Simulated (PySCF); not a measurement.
# Worked example: chemical shift, span and skew from a shielding tensor

C₄H₁₀BN, SMILES C/C=N/B(C)C. Atoms are numbered in the order given.

```xyz
16

C      2.6510    -0.4778     0.0000
C      1.5637     0.5638     0.0000
N      0.3379     0.3209     0.0000
B     -1.0065     0.0418     0.0000
C     -1.7799    -0.1178     1.3812
C     -1.7799    -0.1178    -1.3812
H      3.2980    -0.3527     0.8853
H      2.2255    -1.4908     0.0000
H      3.2980    -0.3527    -0.8853
H      1.9157     1.6165     0.0000
H     -2.6060     0.6131     1.4380
H     -1.1429     0.0136     2.2690
H     -2.2507    -1.1153     1.4385
H     -2.6060     0.6131    -1.4380
H     -2.2507    -1.1153    -1.4385
H     -1.1429     0.0136    -2.2690
```

Coordinates come from a B3LYP-D3(BJ)/def2-SVP optimisation. The structure was generated by enumeration; whether it is a known compound was not checked. Other conformers were not sampled.

GIAO shieldings from PBE/pcSseg-1 (PySCF), non-relativistic, no solvent. The symmetric part of the tensor of N3 has the principal values -269.6, -181.0, 51.8 ppm. The same nucleus in NH3 has σ = 267.0 ppm at this level (PySCF, at its B3LYP-D3(BJ)/def2-TZVP geometry).

**Question.** Work out the isotropic shielding, the ¹⁵N shift against NH3, the span and the skew.

**Answer.** 
σ(iso) = (σ11 + σ22 + σ33)/3 = -132.9 ppm. δ = σ(ref) − σ(iso) = 267.0 − (-132.9) = 399.9 ppm.
Span Ω = σ33 − σ11 = 321.4 ppm. Skew κ = 3(σ(iso) − σ22)/Ω = 0.45. Tumbling in solution averages the tensor to δ; in a static solid the shielding alone would spread this spin-1/2 line over Ω.
